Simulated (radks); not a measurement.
Task: All-electron atom: Ta62+ in [Ne] 3s1. All-electron calculation, scalar-relativistic Kohn-Sham, PBE, spin-unpolarised, spherical densities, point nucleus. Program: a radial shooting solver on a logarithmic mesh with Libxc functionals. Some entries of the table are withheld. Estimate them.

orbital  occ.  eigenvalue (eV)  <1/r> (bohr^-1)
1s          2              (1)            85.52
2s          2              (2)            20.29
2p          6              (3)            18.42
3s          1              (4)              (5)

Result: 
(1) 1s eigenvalue (eV): -72693.01
(2) 2s eigenvalue (eV): -16596.66
(3) 2p eigenvalue (eV): -15210.42
(4) 3s eigenvalue (eV): -6858.606
(5) 3s <1/r> (bohr^-1): 8.318
